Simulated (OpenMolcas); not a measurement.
## 5s² 5p along the 49-electron sequence

```json
{
  "Program": "OpenMolcas",
  "Method": "RASSCF",
  "Basis": "ANO-RCC-VQZP",
  "Scalar Hamiltonian": "DKH2, point nucleus",
  "Spin-orbit coupling": "RASSI with atomic mean-field integrals over the reference wave functions, term energies averaged over their components"
}
```

Active space for each ion: 1 electron in 9 orbitals (RAS2 5p; RAS3 5d 6s, at most 1 electron).

Computed levels in cm-1 above ²P°_1/2:

```json
{"Level": "²P°_3/2", "In": "1884", "Sn+": "3704", "Sb2+": "5704", "Te3+": "8062", "I4+": "10740", "Xe5+": "13897"}
{"Level": "weight of ²P° in the lowest level (%)", "In": "100", "Sn+": "100", "Sb2+": "100", "Te3+": "100", "I4+": "100", "Xe5+": "100"}
```

Measured, with the error of the calculation in %. Measured levels: In, Sn+ from NIST Handbook of Basic Atomic Spectroscopic Data; Sb2+, Te3+ from Moore, Atomic Energy Levels, vol. III, NSRDS-NBS 35 (1971 reprint of NBS Circular 467, 1958); Xe5+ from Saloman, J. Phys. Chem. Ref. Data 33, 765 (2004).

```json
{"Level": "²P°_3/2", "In": "2213 (-14.9)", "Sn+": "4251 (-12.9)", "Sb2+": "6576 (-13.3)", "Te3+": "9223 (-12.6)", "Xe5+": "15599 (-10.9)"}
```

The fine-structure level ²P°_3/2 changes by a factor of 7.38 from In to Xe5+. Its fourth root runs 6.59, 7.80, 8.69, 9.48, 10.18, 10.86, with steps per unit of Z of 1.21, 0.89, 0.79, 0.70, 0.68; equal steps would mean a (Z - σ)^4 law with constant σ.

With one active electron the reference holds no correlation, so core polarisation is missing. No level of 5s² 5d was computed, though it lies in the active space (holds for In). Computed and measured levels are paired by configuration, term and J; levels that our copy of the source lacks, or whose pairing is in doubt (as where it misses far off the trend of its configuration), stay unpaired and out of the deviations. Levels of configurations outside the active space are missing.

° marks odd parity.
